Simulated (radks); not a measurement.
Task: Species: Ar I. Configuration: [Ne] 3p6 4p2 (not the ground configuration). Method: Dirac Kohn-Sham, PBE, spin-unpolarised, spherical densities, finite nucleus; open shells are shared between the two j in proportion to 2j + 1; Fermi nuclear charge, rms radius 3.4274 fm; computed with a radial shooting solver on a logarithmic mesh with Libxc functionals. Some entries of the table are withheld. Estimate them.

| orbital | occ. | eigenvalue (hartree) | <1/r> (bohr^-1) |
|---|---|---|---|
| 1s1/2 | 2 | -115.4307 | 17.70 |
| 2s1/2 | 2 | -11.66118 | 3.561 |
| 2p1/2 | 2 | -9.25115 | 3.477 |
| 2p3/2 | 4 | -9.16888 | 3.448 |
| 3p1/2 | 2 | (1) | (2) |
| 3p3/2 | 4 | (3) | (4) |
| 4p1/2 | 0.666667 | -0.08486 | 0.2410 |
| 4p3/2 | 1.33333 | -0.08429 | 0.2400 |

Result: 
(1) 3p1/2 eigenvalue (hartree): -0.91974
(2) 3p1/2 <1/r> (bohr^-1): 0.9330
(3) 3p3/2 eigenvalue (hartree): -0.91146
(4) 3p3/2 <1/r> (bohr^-1): 0.9277
